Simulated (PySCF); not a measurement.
**Ni⁺: excitation energy**

Ni⁺ [Ar] 3d9 (2D) → Ni⁺ [Ar] 3d8 4s1 (4F), as a difference of total energies. Computed with PySCF 2.14 in x2c-TZVPPall with one added diffuse shell each of s, p, d, f type (7s6p5d3f1g, 80 functions), with the spin-free X2C one-electron Hamiltonian (Gaussian nucleus). Correlated levels: valence: [Ar] frozen. The calculations carry no spin-orbit coupling.

```tsv
method	excitation energy (cm⁻¹)
UHF	-8781.5
MP2 (valence)	11002
SCS-MP2 (valence)	10085
CCSD (valence)	5008.3
CCSD(T) (valence)	6173.4
```

Errors of the correlated levels include the incompleteness of this basis and the frozen core.

Question: Which method comes closest to the reference value, and which is furthest?

Answer: The reference is 8751.8 cm⁻¹ (measured; NIST levels, between the centres of gravity of the two terms). Closest: SCS-MP2 (valence) (error 1333.4 cm⁻¹); furthest: UHF (error -17533 cm⁻¹).
